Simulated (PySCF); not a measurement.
H₆BBrSi₂, SMILES B[SiH2][SiH2]Br (PBE0/def2-SVP optimised geometry):

```
10

B      1.805     0.855     1.527
Si     1.326    -0.350     0.000
Si    -1.030    -0.350     0.000
Br    -1.738     1.779     0.000
H      1.776     0.434     2.659
H      2.062     2.021     1.355
H      1.738    -1.779     0.194
H      1.768     0.110    -1.353
H     -1.577    -1.004     1.226
H     -1.604    -1.020    -1.205
```

Calculation: PBE0/def2-TZVP run with PySCF.

**Question.** What are the frontier orbital energies and the dipole moment?

**Answer.** HOMO-2 -8.72 eV, HOMO-1 -8.45 eV, HOMO -7.84 eV, LUMO -2.66 eV, LUMO+1 -0.70 eV; dipole moment 1.44 D.

Meta-Löwdin charges at PBE0/def2-TZVP: B1 -0.16, Si2 0.21, Si3 0.40, Br4 -0.27, H5 0.04, H6 0.04, H7 -0.06, H8 -0.06, H9 -0.07, H10 -0.07.
